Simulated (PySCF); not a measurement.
TaBr₅, SMILES [Br][Ta]([Br])([Br])([Br])[Br], multiplicity 1.

The structure is a stationary point at B3LYP-D3(BJ)/def2-SVP. The multiplicity is an assumed one; other spin states were not compared. The isomer is the one that the SMILES or the coordinates give; other isomers of the formula were not compared. The def2 effective core potentials stand for the cores of Ta; spin–orbit coupling is left out.

Level of theory: PBE0/def2-TZVP (PySCF).

Computed frontier levels, gap, dipole moment:
```
Item                                                                                                          Result
---------------------------------------------------------------------------------------------  ---------------------
highest occupied level                                                                                      -8.33 eV
lowest empty level                                                                                          -3.96 eV
orbital gap                                                                                                  4.37 eV
dipole moment                                                                                                 0.00 D
quadrupole, principal values (traceless, Buckingham form, about the centre of nuclear charge)  -5.68, 2.84, 2.84 D·Å
```
